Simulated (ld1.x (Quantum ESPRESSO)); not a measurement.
An odd input for ld1.x (Quantum ESPRESSO) 7.5 (titanium)

Command:

```bash
ld1.x < Ti.in > Ti.out
```

Input:

```
&input
   title='Ti', zed=22., rel=1, dft='PZ', iswitch=3, tr2=1e-4,
   config='[Ar] 3d3 4s1 4p0 4f-2',
   nld=4, rlderiv=3.40, eminld=-2.0, emaxld=5.0, deld=0.02
 /
 &inputp
   pseudotype=2, tm=.false., rho0=0.02, lloc=0,
   nlcc=.true., rcore=1.95,
   file_pseudopw='Ti.UPF', file_wfcaegen='ae.wfc', file_wfcncgen='nc.wfc', file_beta='beta', file_chi='chi'
 /
4
4P  2  1   0.00   0.00  2.85  2.85  0.0
3D  3  2   3.00   0.00  2.25  2.25  0.0
4F  4  3  -2.00   0.20  3.15  3.15  0.0
4S  1  0   1.00   0.00  3.00  3.00  0.0
 &test
   configts(1)='3d3 4s1 4p0'
 /
```

This is an input that runs to its end, with one change: threshold tr2=1e-4.

Q: How does the run end?

A: A file is written, but the pseudo-atom does not reach self-consistency.

```
     mesh =1177 r(mesh) = 100.37945 xmin = -7.00 dx = 0.01250

     n l     nl             e AE (Ry)        e PS (Ry)    De AE-PS (Ry)
     3 2     3D   1( 3.00)       -0.15475       -0.15696        0.00221
     1 0     4S   1( 1.00)       -0.28639       -0.28903        0.00265
     2 1     4P   1( 0.00)       -0.08838       -0.09022        0.00184

     eps = 5.9E-06  iter =  3

     Etot =   -1703.341057 Ry,    -851.670529 Ha,  -23175.135711 eV
     Etotps =    -8.166510 Ry,      -4.083255 Ha,    -111.111030 eV

     Ekin =      12.626575 Ry,       6.313288 Ha,     171.793311 eV
     Encl =      -9.254679 Ry,      -4.627340 Ha,    -125.916325 eV
     Ehrt =       6.287937 Ry,       3.143968 Ha,      85.551736 eV
     Ecxc =      -4.288310 Ry,      -2.144155 Ha,     -58.345424 eV
     (Ecc =      -1.486984 Ry,      -0.743492 Ha,     -20.231450 eV)
     Epseu=     -13.538033 Ry,      -6.769017 Ha,    -184.194328 eV

     ---------------------- End of pseudopotential test ----------------------
```
